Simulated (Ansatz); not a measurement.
Geometry optimisation, RKS PBE-D4/def2-SVP in Ansatz.

The input (input.yaml):

```yaml
crystal:
  periodic: [false, false, false]
  atoms:
    - { symbol: In, position_ang: [0.062048, -0.465843, -0.546876] }
    - { symbol: Cl, position_ang: [0.015477, -0.070421, 3.063915] }
    - { symbol: Cl, position_ang: [2.09682, 0.481052, -1.211638] }
    - { symbol: Cl, position_ang: [-1.97873, 0.450507, -1.249187] }
    - { symbol: O, position_ang: [0.066847, -2.188451, 0.47623] }
    - { symbol: Si, position_ang: [-0.713045, -3.588618, -0.047901] }
    - { symbol: H, position_ang: [0.25179, -4.741794, -0.006838] }
    - { symbol: H, position_ang: [-1.911703, -3.897072, 0.812906] }
    - { symbol: H, position_ang: [-1.179168, -3.395956, -1.46925] }
    - { symbol: H, position_ang: [0.085364, -1.280405, 2.487039] }
basis:
  gaussian: { orbitals: def2-SVP }
hamiltonian:
  xc: pbe
  dispersion: d4
relax:
  f_tol: 0.03
  max_steps: 50
```

Run as:

```bash
$ ansatz run input.yaml --threads 4 --pin off --max-ram 5120MiB --backend cpu --events-out ev --progress --plain --runs-dir out
```

Where does it end, and by what steps?

The forces met the threshold. After 20 steps the energy has fallen by 1.429 eV; H10 moved furthest, 1.26 Å. Parted: Cl2–H10 (1.34 → 2.68 Å). Joined: In1–Cl2 (3.63 → 2.38 Å), O5–H10 (2.21 → 0.98 Å).

```csv
step,energy less start (eV),largest force component (eV/Å),accepted
0,0.0000,0.814,yes
1,-0.1379,0.401,yes
2,-0.2791,0.466,yes
3,-0.3837,1.221,yes
4,-0.4542,1.373,yes
5,-0.5907,1.266,yes
6,-0.8453,1.352,yes
7,-1.0561,3.265,yes
8,-1.2249,1.615,yes
9,-1.3491,0.758,yes
10,-1.3870,0.723,yes
11,-1.4032,0.182,yes
12,-1.4093,0.094,yes
13,-1.4125,0.055,yes
14,-1.4164,0.099,yes
15,-1.4196,0.199,yes
16,-1.4230,0.133,yes
17,-1.4267,0.054,yes
18,-1.4280,0.047,yes
19,-1.4287,0.039,yes
20,-1.4290,0.015,yes
```

```xyz
10
Properties=species:S:1:pos:R:3
In 0.038 0.008 0.160
Cl 0.137 0.333 2.516
Cl 1.890 0.587 -1.167
Cl -2.087 -0.202 -0.861
O 0.223 -2.233 0.653
Si -0.754 -3.502 -0.022
H -0.127 -4.797 0.404
H -2.158 -3.409 0.490
H -0.656 -3.294 -1.496
H 0.292 -2.188 1.633
```

Whether the end is a true minimum wasn't checked by a vibrational analysis.

Run time: 14 s on 4 threads of AMD EPYC 9R45 96-Core Processor (Zen 5) (shared host), peak memory 0.22 GiB.
